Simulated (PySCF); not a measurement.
SMILES C/C=C\[SiH3] (GFN2-xTB optimised geometry):

```
12

C      1.470    -1.368     0.000
C     -0.020    -1.368     0.000
C     -0.792    -0.288     0.000
Si    -0.219     1.503     0.000
H      1.865    -0.355     0.007
H      1.843    -1.888    -0.883
H      1.844    -1.901     0.875
H     -0.465    -2.358    -0.001
H     -1.865    -0.447    -0.001
H      0.591     1.793     1.189
H     -1.408     2.358     0.010
H      0.574     1.796    -1.199
```

Level of theory: PySCF with PBE0/def2-TZVP.

Q: What are the frontier orbital energies and the dipole moment?

A: HOMO-2 -9.55 eV, HOMO-1 -8.71 eV, HOMO -7.49 eV, LUMO -0.30 eV, LUMO+1 0.97 eV; dipole moment 1.08 D.

On the same geometry PBE/def2-TZVP (PySCF 2.14.0) gives HOMO-2 -8.18 eV, HOMO-1 -7.39 eV, HOMO -6.38 eV, LUMO -1.27 eV, LUMO+1 0.15 eV; dipole moment 1.10 D.

Meta-Löwdin charges at PBE0/def2-TZVP: C1 -0.35, C2 -0.06, C3 -0.38, Si4 0.46, H5 0.12, H6 0.13, H7 0.13, H8 0.11, H9 0.13, H10 -0.10, H11 -0.09, H12 -0.10.
